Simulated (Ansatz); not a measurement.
Total energies of `C[N]=[Mo](=[O])([F])[O]C`.

Z-matrix (Å, degrees):
```
C
N 1 1.420
H 1 1.096 2 111.4
H 1 1.095 2 110.0 3 120.7
H 1 1.095 2 109.9 3 -120.9
Mo 2 1.721 1 150.6 3 1.4
F 6 1.867 2 108.3 1 119.4
O 6 1.679 2 107.0 1 -1.4
O 6 1.856 2 107.5 1 -119.9
C 9 1.404 6 135.6 2 -4.1
H 10 1.094 9 111.2 6 -10.4
H 10 1.093 9 108.9 6 -130.6
H 10 1.094 9 109.5 6 110.5
```

Total charge 0; spin multiplicity 1. Correlated methods include outer-core shells of Mo, which these sets cover unevenly. Mo: def2 effective core potential. All single points use the PBE0-D4/def2-TZVP geometry. It is one conformer, not always the lowest. Basis def2-TZVPP, the Gaussian-basis code of Ansatz.

RPA on PBE orbitals: Hartree–Fock energy of these orbitals -450.48724 Eh, correlation -2.77950 Eh (frozen core).

```json
{"functional": "revPBE", "energy without D4 (Eh)": "-453.35634", "D4 term (kJ/mol)": "-88.7"}
{"functional": "r2SCAN", "energy without D4 (Eh)": "-453.26116", "D4 term (kJ/mol)": "-8.0"}
{"functional": "B97M-V", "energy without D4 (Eh)": "-453.31981", "D4 term (kJ/mol)": "–"}
{"functional": "PBE0", "energy without D4 (Eh)": "-452.96145", "D4 term (kJ/mol)": "-26.1"}
{"functional": "B3LYP", "energy without D4 (Eh)": "-453.42554", "D4 term (kJ/mol)": "-48.9"}
{"functional": "r2SCANh", "energy without D4 (Eh)": "-453.20358", "D4 term (kJ/mol)": "-8.5"}
{"functional": "r2SCAN0", "energy without D4 (Eh)": "-453.11997", "D4 term (kJ/mol)": "-9.3"}
{"functional": "HSE06 (plane-wave form)", "energy without D4 (Eh)": "-452.94342", "D4 term (kJ/mol)": "-24.5"}
{"functional": "BHLYP", "energy without D4 (Eh)": "-453.04386", "D4 term (kJ/mol)": "-38.2"}
{"functional": "CAM-B3LYP", "energy without D4 (Eh)": "-453.20208", "D4 term (kJ/mol)": "-26.7"}
{"functional": "LC-ωPBE", "energy without D4 (Eh)": "-453.15980", "D4 term (kJ/mol)": "–"}
{"functional": "ωB97X-V", "energy without D4 (Eh)": "-453.21333", "D4 term (kJ/mol)": "–"}
{"functional": "ωB97M-V", "energy without D4 (Eh)": "-453.15703", "D4 term (kJ/mol)": "–"}
{"functional": "B2PLYP", "energy without D4 (Eh)": "-453.06443", "D4 term (kJ/mol)": "–"}
```

(1) Give the same for LDA (SPW92), PBE, BLYP, PBE-QIDH. (An estimate is asked.)

B3LYP takes the VWN-RPA correlation (the form of Gaussian; ORCA's B3LYP/G). HSE06 is the plane-wave form, built on full-range PBE exchange. The double hybrids freeze the cores in their second-order part.

Answers

(1) Computed: 
```json
{"functional": "LDA (SPW92)", "energy without D4 (Eh)": "-450.42009", "D4 term (kJ/mol)": "–"}
{"functional": "PBE", "energy without D4 (Eh)": "-453.03103", "D4 term (kJ/mol)": "-30.6"}
{"functional": "BLYP", "energy without D4 (Eh)": "-453.32271", "D4 term (kJ/mol)": "-65.8"}
{"functional": "PBE-QIDH", "energy without D4 (Eh)": "-452.85250", "D4 term (kJ/mol)": "–"}
```

LC-ωPBE has ω = 0.4 bohr⁻¹.
